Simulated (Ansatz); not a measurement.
Computed with Ansatz on PBE0-D4/def2-TZVP structures; ΔE is electronic, products minus reactants. CCSD(T)/CBS adds triple-zeta CCSD(T) − MP2 to the extrapolated MP2 energy (def2 sets, frozen cores). Functionals use def2-TZVPP. B3LYP here is the variant with VWN-RPA as its local correlation; programs differ in this. One conformer a species, not always the lowest.

`CC(=O)[SiH2][SiH3]` → `C1O[SiH2]C[SiH2]1`  (isomerisation)

| level | ΔE (kJ/mol) |
| --- | --- |
| r2SCAN-D4 | -168.8 |
| B3LYP-D4 | -160.1 |
| CAM-B3LYP-D4 | -174.7 |
| PBE0 | -167.2 |
| BHLYP | -175.9 |
| CCSD/def2-SVP | -136.0 |
| MP2/def2-TZVPP | -191.7 |
| HF/def2-QZVPP | -166.5 |

Task: What does CCSD(T)/CBS give? (An estimate is asked.)

Result: Ansatz gave: -179.7 kJ/mol. The listed levels differ from it by 10.9, 19.6, 5.0, 12.5, 3.8, 43.7, -12.0, 13.2 kJ/mol.

Task: What do rigid-rotor, harmonic-oscillator terms from PBE0-D4/def2-TZVP frequencies (298.15 K, 1 bar) make of the CCSD(T)/CBS value? (An estimate is asked.)

Result: Computed: ΔZPE = +15.0 kJ/mol, ΔH = -170.1 kJ/mol, ΔS = -49 J/(mol·K), ΔG = -155.4 kJ/mol. Modes under 50 cm⁻¹ make the entropy rough.

Largest T1 diagnostic among the species: 0.015.

The D4 term adds −6.8 kJ/mol with B3LYP and −3.1 kJ/mol with PBE0; it sums over pairs of atoms, weighted by their polarisabilities, and B3LYP, whose exchange is more repulsive, gets the larger term. From r2SCAN to r2SCAN0 (25 % exact exchange), in def2-TZVPP and without D4, ΔE moves by −14.9 kJ/mol.

CCSD(T)/CBS has its own doubt, a few kJ/mol and more with outer-core shells, so smaller differences from it don't rank the levels.
